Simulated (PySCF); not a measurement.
# Correlation energy of Br⁻ (bromine, charge -1)

[Kr], closed-shell 1S. All numbers are calculated (PySCF 2.14, scalar relativity by spin-free X2C-1e, in aug-cc-pVDZ-DK). Frozen: [Ar] 3d10; 8 electrons correlated.

```csv
level,correlation energy (mhartree)
CCSD,-141.42
(T),-3.18
CCSD(T),-144.60
CCSDT,-144.91
```

Diagnostics: T1 = 0.0093, D1 = 0.0146, largest double amplitude 0.039.

Cost of the coupled-cluster step: about 0.11 core-seconds, for 8 correlated electrons.

Iterations:

```
CC2 = 0
CCSD nocc = 4, nmo = 22
frozen orbitals [0, 1, 2, 3, 4, 5, 6, 7, 8, 9, 10, 11, 12, 13]
max_cycle = 100
direct = 0
conv_tol = 1e-08
conv_tol_normt = 1e-06
diis_space = 8
diis_start_cycle = 0
Init t2, MP2 energy = -2604.52057943658  E_corr(MP2) -0.13070195893063
Init E_corr(CCSD) = -0.130701958931071
cycle = 1  E_corr(CCSD) = -0.13911115701679  dE = -0.00840919809  norm(t1,t2) = 0.0273407
cycle = 2  E_corr(CCSD) = -0.140797812096289  dE = -0.00168665508  norm(t1,t2) = 0.00793306
cycle = 3  E_corr(CCSD) = -0.141335974560014  dE = -0.000538162464  norm(t1,t2) = 0.00352059
cycle = 4  E_corr(CCSD) = -0.141450285128117  dE = -0.000114310568  norm(t1,t2) = 0.000801189
cycle = 5  E_corr(CCSD) = -0.141424184027806  dE = 2.61011003e-05  norm(t1,t2) = 0.000242815
cycle = 6  E_corr(CCSD) = -0.141423951271562  dE = 2.32756244e-07  norm(t1,t2) = 2.60414e-05
cycle = 7  E_corr(CCSD) = -0.141424242485008  dE = -2.91213446e-07  norm(t1,t2) = 3.94426e-06
cycle = 8  E_corr(CCSD) = -0.141424196579178  dE = 4.59058302e-08  norm(t1,t2) = 9.43479e-07
cycle = 9  E_corr(CCSD) = -0.141424189846789  dE = 6.73238965e-09  norm(t1,t2) = 2.18593e-07
CCSD converged
E(CCSD) = -2604.531301667494  E_corr = -0.1414241898467886
CCSD(T) correction = -0.00318197335879477
```
